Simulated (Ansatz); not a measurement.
`C[Si@H]1S[C@H]1F` + `C=C(N)N` → `C=C(N)NC` + `FC1[SiH2]S1`  (substitution at a C–Si bond)

Isolated molecules relaxed with PBE0-D4/def2-TZVP in Ansatz; ΔE leaves out vibrations. CCSD(T)/CBS adds triple-zeta CCSD(T) − MP2 to the extrapolated MP2 energy (def2 sets, frozen cores). DFT in def2-TZVPP. B3LYP here is the variant with VWN-RPA as its local correlation; programs differ in this. Each species was taken in one conformer, which may not be the lowest.

`C[Si@H]1S[C@H]1F`:

```xyz
10

C     0.822    0.108    1.330
Si    0.513    0.025   -0.494
S    -0.451   -1.649   -1.317
C    -1.241    0.001   -1.095
F    -2.258    0.025   -0.176
H     1.703   -0.477    1.602
H    -0.041   -0.290    1.866
H     0.989    1.142    1.641
H     1.550    0.682   -1.325
H    -1.585    0.431   -2.032
```

`C=C(N)N`:

Cartesian coordinates in Å:
```
C -0.763 -0.069 -1.103
C -0.002 0.000 -0.003
N 0.305 -1.087 0.809
N 0.584 1.167 0.475
H -1.315 -0.968 -1.343
H -0.844 0.772 -1.777
H 0.200 -0.888 1.795
H -0.176 -1.932 0.546
H 1.552 1.046 0.738
H 0.459 1.958 -0.137
```

`C=C(N)NC`:

Cartesian coordinates in Å:
```
C -1.764 0.647 0.195
C -0.661 -0.088 -0.008
N -0.519 -1.004 -1.045
N 0.468 -0.012 0.803
C 1.763 0.204 0.181
H -2.678 0.447 -0.348
H -1.767 1.456 0.913
H -1.360 -1.129 -1.583
H -0.126 -1.887 -0.748
H 0.305 0.618 1.573
H 2.533 0.174 0.953
H 1.832 1.162 -0.351
H 1.975 -0.589 -0.535
```

`FC1[SiH2]S1`:

```xyz
7

F     0.187   -1.225    1.533
C     0.197   -0.867    0.215
Si   -0.329    0.843   -0.277
S     1.645    0.144   -0.300
H     0.053   -1.746   -0.408
H    -0.736    1.767    0.801
H    -1.016    1.085   -1.565
```

| level | ΔE (kcal/mol) | difference from CCSD(T)/CBS |
| --- | --- | --- |
| PBE-D4 | 20.7 | -0.4 |
| r2SCAN-D4 | 21.7 | 0.6 |
| PBE0-D4 | 21.2 | 0.1 |
| B3LYP-D4 | 20.4 | -0.7 |
| ωB97X-V | 20.4 | -0.7 |
| ωB97M-V | 21.4 | 0.3 |
| B2PLYP | 20.7 | -0.4 |
| PBE | 20.8 | -0.3 |
| r2SCAN | 21.8 | 0.7 |
| PBE0 | 21.1 | 0.0 |
| B3LYP | 20.3 | -0.8 |
| HF/def2-TZVPP | 19.6 | -1.5 |
| MP2/def2-TZVPP | 21.4 | 0.3 |
| SCS-MP2/def2-TZVPP | 20.2 | -0.9 |
| CCSD/def2-TZVPP | 20.4 | -0.7 |
| CCSD(T)/def2-TZVPP | 20.4 | -0.7 |
| HF/def2-QZVPP | 19.6 | -1.5 |
| MP2/def2-QZVPP | 21.8 | 0.7 |
| SCS-MP2/def2-QZVPP | 20.6 | -0.5 |
| HF/CBS(def2) | 19.6 | -1.5 |
| MP2/CBS(def2) | 22.1 | 1.0 |
| CCSD/CBS(def2) | 21.1 | 0.0 |
| CCSD(T)/CBS | 21.1 | 0 |

Largest T1 diagnostic among the species: 0.014.

In def2-TZVPP, CCSD(T) changes the Hartree–Fock value by +0.7 kcal/mol (the triples alone add −0.0 kcal/mol) and MP2 by +1.8 kcal/mol.
